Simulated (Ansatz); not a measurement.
Al₅As₅. The state is a triplet with charge 0. Geometry PBE-D4/def2-SVP, that of the neutral singlet; atoms count from 1.

```xyz
10

Al    0.765   -1.712    0.326
Al   -1.698   -0.711   -0.488
Al    2.203    0.163   -1.216
Al   -0.543    0.292    2.000
Al   -0.518    1.267   -2.113
As    0.156   -1.295   -2.063
As    1.938    0.222    1.514
As   -1.747    1.721    0.296
As   -1.330   -1.987    1.572
As    0.773    2.040    0.172
```

At PBE0-D4/def2-SVP a singlet of charge 0 lies 1.08 eV below the triplet at the same geometry. The structure comes from a short search, and lower isomers may exist.

Question: Estimate the Mulliken populations from the PBE0/def2-SVP orbitals of Ansatz.

Answer: 
```csv
atom,charge (e),spin (α − β)
Al1,0.26,0.34
Al2,0.25,0.32
Al3,0.30,0.46
Al4,0.38,0.17
Al5,0.31,0.51
As6,-0.41,0.03
As7,-0.29,0.05
As8,-0.30,0.04
As9,-0.31,-0.05
As10,-0.18,0.14
```
Mulliken values depend strongly on the basis.

Question: Where does the spin sit?

Answer: Summed by element: Al 1.80, As 0.20, of 2 unpaired in all. Largest on single atoms: Al5 0.51, Al3 0.46, Al1 0.34.

Question: And the Mayer bond orders between heavy atoms (over 0.3)?

Answer: Al1–As6 0.69 (2.50 Å); Al1–As7 0.68 (2.55 Å); Al1–As9 0.89 (2.45 Å); Al2–As6 0.69 (2.50 Å); Al2–As8 0.68 (2.56 Å); Al2–As9 0.90 (2.45 Å); Al3–As6 0.54 (2.65 Å); Al3–As7 0.41 (2.74 Å); Al3–As10 0.42 (2.74 Å); Al4–As7 0.64 (2.53 Å); Al4–As8 0.63 (2.53 Å); Al4–As9 0.84 (2.45 Å); Al5–As6 0.55 (2.65 Å); Al5–As8 0.42 (2.74 Å); Al5–As10 0.43 (2.74 Å); As7–As10 0.77 (2.54 Å); As8–As10 0.77 (2.54 Å).
